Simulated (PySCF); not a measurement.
H₂Sb, SMILES [SbH2-], charge -1. Geometry optimised at PBE-D3(BJ)/def2-TZVPD. The def2 effective core potentials stand for the cores of Sb; spin–orbit coupling is left out.

Computed with PySCF with PBE-D3(BJ)/def2-TZVPD.

Harmonic wavenumbers (cm⁻¹): 776, 1758, 1763. Rotational constants (GHz): 167.5, 164.2, 82.91; symmetry number 2.

Work out the zero-point energy and the ideal-gas rigid-rotor harmonic-oscillator thermochemistry at 298.15 K and 1 atm.

ZPE = ½ Σ hcν = ½ × 4298 cm⁻¹ = 6.14 kcal/mol. H − E(el) = 8.57 kcal/mol. Entropy in cal/(mol K): translation 40.35, rotation 14.23, vibration 0.24, total 54.82. G − E(el) = -7.78 kcal/mol. Cp = 8.70 cal/(mol K).
